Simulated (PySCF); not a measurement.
SCF from a fresh guess for singlet SiSBr₂, at the PBE minimum. PySCF input:

```python
from pyscf import gto, scf, dft
mol = gto.M(atom='''
Si     0.663960    -0.000000     0.000000
S      2.621330     0.000000     0.000000
Br    -0.648680     1.785550     0.000000
Br    -0.648680    -1.785550     0.000000''',
    basis={'Si': 'def2-SVP', 'S': 'def2-SVP', 'Br': 'def2-SVP'},
    charge=0, spin=0)
mf = dft.RKS(mol, xc='PBE')
mf.grids.atom_grid = (50, 194)
aux = {'Si': 'def2-universal-JKFIT', 'S': 'def2-universal-JKFIT', 'Br': 'def2-universal-JKFIT'}
mf = mf.density_fit(auxbasis=aux)
mf.conv_tol = 1e-08
mf.diis_space = 10
mf.max_cycle = 60
mf.init_guess = 'minao'
mf.verbose = 4
mf.kernel()
```

Excerpt of the output (cycles and frontier levels):

```
init E= -5832.43968827648
  HOMO = -0.288782179604159  LUMO = -0.111792933563245  gap/eV = 4.81612
cycle= 1 E= -5834.10245399598  delta_E= -1.66  |g|= 0.475  |ddm|=  2.5
  HOMO = -0.17724435838155  LUMO = -0.137257822628309  gap/eV = 1.08809
cycle= 2 E= -5833.27185346213  delta_E= 0.831  |g|= 1.53  |ddm|= 2.73
  HOMO = -0.239956803581707  LUMO = -0.112120622942903  gap/eV = 3.47860
cycle= 3 E= -5834.16638946918  delta_E= -0.895  |g|= 0.156  |ddm|= 2.38
  HOMO = -0.222636752339578  LUMO = -0.106862471838987  gap/eV = 3.15038
cycle= 4 E= -5834.17138455948  delta_E= -0.005  |g|= 0.131  |ddm|= 0.494
  HOMO = -0.233485846205064  LUMO = -0.113841814440887  gap/eV = 3.25568
cycle= 5 E= -5834.17724159849  delta_E= -0.00586  |g|= 0.0314  |ddm|= 0.197
  HOMO = -0.232614179790231  LUMO = -0.112601579790867  gap/eV = 3.26571
cycle= 6 E= -5834.17754788095  delta_E= -0.000306  |g|= 0.006  |ddm|= 0.0355
  HOMO = -0.233311596685023  LUMO = -0.112778251264084  gap/eV = 3.27988
cycle= 7 E= -5834.1775617469  delta_E= -1.39e-05  |g|= 0.00202  |ddm|= 0.00756
  HOMO = -0.233351584362136  LUMO = -0.112686852473618  gap/eV = 3.28345
cycle= 8 E= -5834.17756336621  delta_E= -1.62e-06  |g|= 0.000214  |ddm|= 0.00313
  HOMO = -0.233372035653516  LUMO = -0.112695436631346  gap/eV = 3.28378
cycle= 9 E= -5834.1775633797  delta_E= -1.35e-08  |g|= 5.29e-05  |ddm|= 0.000278
  HOMO = -0.233374376986415  LUMO = -0.112696820113419  gap/eV = 3.28380
cycle= 10 E= -5834.1775633806  delta_E= -9e-10  |g|= 7.48e-06  |ddm|= 7.4e-05
  HOMO = -0.233374414993604  LUMO = -0.112695806449315  gap/eV = 3.28383
Extra cycle  E= -5834.17756338053  delta_E= 6.55e-11  |g|= 1.43e-05  |ddm|= 2.83e-05
converged SCF energy = -5834.17756338053
```

No lower solution of this spin was found by a stability analysis within the restricted form, which does not test spin polarisation.

The search for the lowest solution, with the stability check, took 18 s on 2 threads of a shared Arm Neoverse N1 host, with 100 basis functions; the process peaked at 0.32 GiB. Launch command: `OMP_NUM_THREADS=2 python axn.py task.json out`.
